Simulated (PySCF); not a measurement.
Working out the ionisation energy of Cr

Cr [Ar] 3d5 4s1 (7S) → Cr⁺ [Ar] 3d5 (6S). All numbers are calculated (PySCF 2.14, scalar relativity by spin-free X2C-1e, in aug-cc-pVTZ-DK (8s7p5d3f2g, 93 functions)). Frozen: [Ar]. Energies in hartree (1 hartree = 27.21139 eV):

```json
{"part": "UHF", "Cr (lower)": "-1049.654314", "Cr⁺ (upper)": "-1049.433631"}
{"part": "CCSD correlation", "Cr (lower)": "-0.102566", "Cr⁺ (upper)": "-0.082576"}
{"part": "(T)", "Cr (lower)": "-0.003328", "Cr⁺ (upper)": "-0.001724"}
```

Task: What does Hartree-Fock give?

Result: (-1049.433631) − (-1049.654314) = 0.220683 hartree = 6.005 eV.

Task: What do CCSD and CCSD(T) give?

Result: The CCSD correlation energies differ by 0.019990 hartree = 0.544 eV and the triples by 0.001604 hartree = 0.044 eV, so CCSD gives 6.549 eV and CCSD(T) 6.593 eV.

Measured between the centres of the two terms (NIST): 6.767 eV, so CCSD(T) (valence) is off by -0.174 eV.

What remains against the reference includes basis incompleteness, the frozen core and higher excitations.
